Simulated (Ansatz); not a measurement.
`[OH][SnH3]` at its PBE0-D4/def2-TZVP geometry, where that method's forces vanish. The species carries charge 0 and has multiplicity 1. Sn takes the def2 core potential.

```xyz
6

O     0.3004    0.3611    1.4260
Sn   -0.2558   -0.0301   -0.4226
H     1.1763    0.0306    1.6359
H    -0.2615   -1.7255   -0.6396
H     0.8508    0.7156   -1.4908
H    -1.8103    0.6483   -0.5089
```

(1) What forces (eV/Å) does r2SCAN-D4/def2-TZVPP give on these atoms in Ansatz 0.2.0? (Estimate.)

## Answers

(1) Computed: 
```
O1  -0.045  0.061  0.117
Sn2 -0.016 -0.037 -0.127
H3   0.047 -0.027 -0.015
H4  -0.002  0.000  0.003
H5  -0.001  0.003  0.002
H6   0.017  0.000  0.020
```
